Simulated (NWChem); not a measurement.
# BSiH5O2; SMILES OB([SiH3])O

```xyz
9

B      0.0121     0.5575     0.0000
O      0.0022     1.1976    -1.2018
H     -0.0163     2.1612    -1.1549
O      0.0022     1.1976     1.2018
H     -0.0163     2.1612     1.1549
Si     0.0062    -1.4778     0.0000
H      0.6857    -2.0305     1.2138
H     -1.4024    -1.9924     0.0000
H      0.6857    -2.0305    -1.2138
```
Atoms are numbered in this order, from 1.

Level: PBE0/def2-SVP (NWChem), optimised geometry, unscaled harmonic frequencies. 

Question: List the harmonic frequencies with IR intensities, and the thermochemistry.

Answer: 
| frequency (cm⁻¹) | IR intensity (km/mol) |
|---|---|
| 4 | 0.0 |
| 201 | 2.4 |
| 332 | 9.8 |
| 370 | 19.5 |
| 470 | 0.0 |
| 574 | 47.4 |
| 589 | 254.7 |
| 594 | 46.7 |
| 664 | 24.4 |
| 886 | 206.6 |
| 929 | 192.3 |
| 938 | 22.0 |
| 941 | 39.8 |
| 1025 | 60.0 |
| 1289 | 74.0 |
| 1425 | 317.8 |
| 2209 | 85.7 |
| 2223 | 76.7 |
| 2226 | 118.0 |
| 3857 | 37.3 |
| 3857 | 3.1 |

```json
{
 "zero_point_energy": "36.6 kcal/mol",
 "thermal correction to the enthalpy at 298.15 K (with zero-point energy)": "41.1 kcal/mol",
 "heat capacity Cv": "20.8 cal/(mol K)",
 "entropy at 298.15 K and 1 atm (symmetry number 1)": "81.8 cal/(mol K)",
 "dipole_moment": "3.72 D"
}
```

Rigid rotor and harmonic oscillator; modes under 100 cm⁻¹ make the entropy uncertain.
